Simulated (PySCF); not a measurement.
Input for PySCF: R-BP86/6-31G* on GeH4SSe (SMILES S[Se][GeH3]), a point of a torsion scan.

```python
from pyscf import gto, scf, dft, mp
from pyscf.data.elements import chemcore

mol = gto.M(
    atom='''
    S     2.28711895    0.46033222    0.20262429
    Se    0.83979056   -0.91771525    1.10113600
    Ge   -1.12322438    0.03933055    0.24507917
    H     2.64813392   -0.31375333   -0.82314865
    H    -1.10598015    0.02519410   -1.25802337
    H    -2.28879515   -0.76120796    0.73801914
    H    -1.25921564    1.46415239    0.69401733
    ''',
    basis='6-31g*',
    cart=True,
    charge=0, spin=0, verbose=3, max_memory=1800)
mf = dft.RKS(mol, xc='b88,p86')
mf.conv_tol = 1e-8
mf.max_cycle = 100
mf.kernel()
if not mf.converged:
    mf = mf.newton().run(mf.mo_coeff, mf.mo_occ)
```

Output:

```
converged SCF energy = -4879.16391421569
```

Self-consistency was reached.

Cost: very roughly 15 core-seconds.
